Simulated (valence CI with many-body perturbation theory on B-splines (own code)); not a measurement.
## W⁵⁸⁺: electric-dipole lines

Method: configuration interaction combined with many-body perturbation theory (CI+MBPT): six valence electrons over a frozen Dirac-Fock core [Ne], a basis of 9 s, 9 p, 8 d, 6 f, 3 g, 1 h functions for each j, with the one-electron correlation potential Σ1, the two-electron term Σ2, the three-electron term Σ3, Breit, model QED; selected CI, second order for the rest, scaled by the run's own slope (own B-spline code, finite nucleus).

No measured spectrum was set against this ion. As an estimate, large intervals hold to a few tenths of a per cent, small ones and those within an open d or f shell to about a per cent. Among the levels kept, up to 960 cm⁻¹ of a level comes from second order outside the variational space, and about a tenth of that is noise between levels of different J, which matters for small intervals.

Lines 51 to 100 of 115 in falling wavelength, among levels below 51.091 Ry, chosen from the strongest by gf and those to the six lowest levels. Wavelengths and rates use the calculated energies. Electric multipoles are in the length gauge with retardation, E1 and E2 with the static RPA response of the core. Weak lines are less certain than strong ones. Lines between different terms over intervals too small for the method are left out, as are lines whose strength nearly cancels. The highest levels of a list are the least certain.

Levels are named by their leading jj configuration (3d3/2^4 stands for four electrons in 3d with j = 3/2), which in mixed levels can hold well under half, so a name can repeat and another be missing. Letters in brackets count levels of one name in rising energy.

| λ vac (nm) | Upper | Lower | A (s⁻¹) | S (a.u.) with core polarisation | S without |
| --- | --- | --- | --- | --- | --- |
| 5.098 | (3s^2 3p1/2^2 3p3/2 3d3/2) J=1 | (3s^2 3p1/2^2 3p3/2^2) J=2 | 1.46e+10 | 2.86e-03 | 2.90e-03 |
| 5.086 | (3s^2 3p1/2^2 3p3/2 3d3/2) J=3 | (3s^2 3p1/2^2 3p3/2^2) J=2 | 1.63e+09 | 7.39e-04 | 7.50e-04 |
| 5.067 | (3s^2 3p1/2^2 3d3/2^2) J=2 | (3s^2 3p1/2^2 3p3/2 3d3/2) J=2 | 9.94e+09 | 3.19e-03 | 3.23e-03 |
| 5.061 | (3s^2 3p1/2 3p3/2^2 3d3/2) J=2 [b] | (3s^2 3p1/2 3p3/2^3) J=2 | 2.88e+09 | 9.20e-04 | 9.33e-04 |
| 4.984 | (3s^2 3p1/2^2 3d3/2 3d5/2) J=3 | (3s^2 3p1/2^2 3p3/2 3d5/2) J=4 | 5.08e+09 | 2.17e-03 | 2.20e-03 |
| 4.894 | (3s^2 3p1/2^2 3d3/2 3d5/2) J=2 | (3s^2 3p1/2^2 3p3/2 3d5/2) J=2 | 7.21e+08 | 2.09e-04 | 2.11e-04 |
| 4.870 | (3s^2 3p1/2 3p3/2^2 3d3/2) J=2 [b] | (3s^2 3p1/2 3p3/2^3) J=1 | 1.39e+08 | 3.97e-05 | 4.01e-05 |
| 4.804 | (3s^2 3p1/2^2 3d3/2 3d5/2) J=1 | (3s^2 3p1/2^2 3p3/2 3d5/2) J=2 | 1.22e+10 | 2.00e-03 | 2.03e-03 |
| 4.788 | (3s^2 3p1/2 3p3/2^2 3d3/2) J=3 [b] | (3s^2 3p1/2 3p3/2^3) J=2 | 4.07e+08 | 1.54e-04 | 1.57e-04 |
| 4.761 | (3s^2 3p1/2^2 3d3/2^2) J=0 | (3s^2 3p1/2^2 3p3/2 3d3/2) J=1 | 4.03e+10 | 2.15e-03 | 2.18e-03 |
| 4.679 | (3s^2 3p1/2^2 3d3/2 3d5/2) J=4 | (3s^2 3p1/2^2 3p3/2 3d5/2) J=4 | 2.11e+10 | 9.62e-03 | 9.74e-03 |
| 4.661 | (3s^2 3p1/2 3p3/2^2 3d3/2) J=2 [c] | (3s^2 3p1/2 3p3/2^3) J=2 | 1.90e+09 | 4.74e-04 | 4.82e-04 |
| 4.566 | (3s^2 3p1/2 3p3/2^2 3d3/2) J=1 [b] | (3s^2 3p1/2 3p3/2^3) J=2 | 3.86e+07 | 5.45e-06 | 5.28e-06 |
| 4.499 | (3s^2 3p1/2 3p3/2^2 3d3/2) J=2 [c] | (3s^2 3p1/2 3p3/2^3) J=1 | 1.93e+08 | 4.33e-05 | 4.42e-05 |
| 4.410 | (3s^2 3p1/2 3p3/2^2 3d3/2) J=1 [b] | (3s^2 3p1/2 3p3/2^3) J=1 | 2.29e+09 | 2.91e-04 | 2.96e-04 |
| 4.358 | (3s^2 3p1/2 3p3/2^2 3d3/2) J=1 [c] | (3s^2 3p1/2 3p3/2^3) J=2 | 1.81e+09 | 2.22e-04 | 2.26e-04 |
| 4.216 | (3s^2 3p1/2 3p3/2^2 3d3/2) J=1 [c] | (3s^2 3p1/2 3p3/2^3) J=1 | 1.51e+08 | 1.68e-05 | 1.71e-05 |
| 4.192 | (3s^2 3p1/2 3p3/2^2 3d5/2) J=3 [a] | (3s^2 3p1/2 3p3/2^3) J=2 | 9.24e+08 | 2.35e-04 | 2.38e-04 |
| 3.978 | (3s^2 3p1/2 3p3/2^2 3d5/2) J=1 | (3s^2 3p1/2 3p3/2^3) J=2 | 5.49e+10 | 5.11e-03 | 5.17e-03 |
| 3.890 | (3s^2 3p1/2^2 3d5/2^2) J=2 | (3s^2 3p1/2^2 3p3/2 3d5/2) J=1 | 1.31e+11 | 1.90e-02 | 1.92e-02 |
| 3.865 | (3s^2 3p1/2^2 3d5/2^2) J=4 | (3s^2 3p1/2^2 3p3/2 3d5/2) J=3 | 3.50e+11 | 8.97e-02 | 9.08e-02 |
| 3.859 | (3s^2 3p1/2 3p3/2^2 3d5/2) J=1 | (3s^2 3p1/2 3p3/2^3) J=1 | 3.61e+10 | 3.07e-03 | 3.11e-03 |
| 3.832 | (3s^2 3p1/2 3p3/2^2 3d5/2) J=0 | (3s^2 3p1/2 3p3/2^3) J=1 | 8.76e+10 | 2.43e-03 | 2.46e-03 |
| 3.825 | (3s^2 3p1/2^2 3d3/2 3d5/2) J=3 | (3s^2 3p1/2^2 3p3/2 3d3/2) J=3 | 3.42e+10 | 6.61e-03 | 6.69e-03 |
| 3.806 | (3s^2 3p1/2^2 3p3/2 3d5/2) J=2 | (3s^2 3p1/2^2 3p3/2^2) J=2 | 1.44e+11 | 1.96e-02 | 1.98e-02 |
| 3.757 | (3s^2 3p1/2^2 3d5/2^2) J=2 | (3s^2 3p1/2^2 3p3/2 3d5/2) J=3 | 7.09e+10 | 9.28e-03 | 9.40e-03 |
| 3.756 | (3s^2 3p1/2 3p3/2^2 3d5/2) J=2 | (3s^2 3p1/2 3p3/2^3) J=2 | 4.94e+09 | 6.46e-04 | 6.54e-04 |
| 3.721 | (3s^2 3p1/2^2 3d3/2 3d5/2) J=3 | (3s^2 3p1/2^2 3p3/2 3d3/2) J=2 | 2.00e+11 | 3.57e-02 | 3.61e-02 |
| 3.698 | (3s^2 3p1/2^2 3d3/2 3d5/2) J=2 | (3s^2 3p1/2^2 3p3/2 3d3/2) J=3 | 1.61e+10 | 2.01e-03 | 2.03e-03 |
| 3.692 | (3s^2 3p1/2^2 3d3/2 3d5/2) J=2 | (3s^2 3p1/2^2 3p3/2 3d3/2) J=1 | 1.56e+11 | 1.94e-02 | 1.96e-02 |
| 3.687 | (3s^2 3p1/2^2 3p3/2 3d5/2) J=1 | (3s^2 3p1/2^2 3p3/2^2) J=0 | 2.74e+11 | 2.03e-02 | 2.05e-02 |
| 3.678 | (3s^2 3p1/2 3p3/2^2 3d5/2) J=3 [b] | (3s^2 3p1/2 3p3/2^3) J=2 | 1.84e+09 | 3.16e-04 | 3.19e-04 |
| 3.650 | (3s^2 3p1/2 3p3/2^2 3d5/2) J=2 | (3s^2 3p1/2 3p3/2^3) J=1 | 1.74e+10 | 2.09e-03 | 2.12e-03 |
| 3.643 | (3s^2 3p1/2^2 3d3/2 3d5/2) J=1 | (3s^2 3p1/2^2 3p3/2 3d3/2) J=0 | 1.39e+11 | 9.94e-03 | 1.01e-02 |
| 3.642 | (3s^2 3p1/2^2 3d3/2 3d5/2) J=4 | (3s^2 3p1/2^2 3p3/2 3d3/2) J=3 | 2.98e+11 | 6.41e-02 | 6.49e-02 |
| 3.640 | (3s^2 3p1/2^2 3d3/2 3d5/2) J=1 | (3s^2 3p1/2^2 3p3/2 3d3/2) J=1 | 1.32e+11 | 9.42e-03 | 9.54e-03 |
| 3.601 | (3s^2 3p1/2^2 3d3/2 3d5/2) J=2 | (3s^2 3p1/2^2 3p3/2 3d3/2) J=2 | 1.02e+11 | 1.18e-02 | 1.19e-02 |
| 3.596 | (3s^2 3p1/2^2 3p3/2 3d5/2) J=3 | (3s^2 3p1/2^2 3p3/2^2) J=2 | 5.14e+11 | 8.26e-02 | 8.36e-02 |
| 3.579 | (3s^2 3p1/2^2 3d5/2^2) J=4 | (3s^2 3p1/2^2 3p3/2 3d5/2) J=4 | 1.25e+11 | 2.55e-02 | 2.58e-02 |
| 3.552 | (3s^2 3p1/2^2 3d3/2 3d5/2) J=1 | (3s^2 3p1/2^2 3p3/2 3d3/2) J=2 | 2.04e+10 | 1.35e-03 | 1.37e-03 |
| 3.552 | (3s^2 3p1/2^2 3d5/2^2) J=2 | (3s^2 3p1/2^2 3p3/2 3d5/2) J=2 | 3.66e+11 | 4.05e-02 | 4.10e-02 |
| 3.482 | (3s^2 3p1/2^2 3p3/2 3d5/2) J=1 | (3s^2 3p1/2^2 3p3/2^2) J=2 | 5.18e+10 | 3.24e-03 | 3.28e-03 |
| 2.940 | (3s^2 3p1/2^2 3d5/2^2) J=4 | (3s^2 3p1/2^2 3p3/2 3d3/2) J=3 | 8.85e+08 | 9.99e-05 | 1.01e-04 |
| 2.876 | (3s^2 3p1/2^2 3d5/2^2) J=2 | (3s^2 3p1/2^2 3p3/2 3d3/2) J=3 | 9.69e+08 | 5.69e-05 | 5.76e-05 |
| 2.873 | (3s^2 3p1/2^2 3d5/2^2) J=2 | (3s^2 3p1/2^2 3p3/2 3d3/2) J=1 | 1.42e+09 | 8.33e-05 | 8.42e-05 |
| 2.817 | (3s^2 3p1/2^2 3d5/2^2) J=2 | (3s^2 3p1/2^2 3p3/2 3d3/2) J=2 | 8.59e+08 | 4.74e-05 | 4.80e-05 |
| 2.335 | (3s 3p1/2^2 3p3/2^3) J=2 | (3s^2 3p1/2^2 3p3/2^2) J=2 | 8.36e+11 | 2.63e-02 | 2.66e-02 |
| 2.331 | (3s 3p1/2^2 3p3/2^3) J=1 | (3s^2 3p1/2^2 3p3/2^2) J=0 | 3.23e+11 | 6.06e-03 | 6.14e-03 |
| 2.247 | (3s 3p1/2^2 3p3/2^3) J=1 | (3s^2 3p1/2^2 3p3/2^2) J=2 | 6.56e+11 | 1.10e-02 | 1.12e-02 |
| 2.234 | (3s^2 3p1/2 3p3/2^2 3d3/2) J=1 [a] | (3s^2 3p1/2^2 3p3/2^2) J=0 | 1.27e+11 | 2.09e-03 | 2.12e-03 |
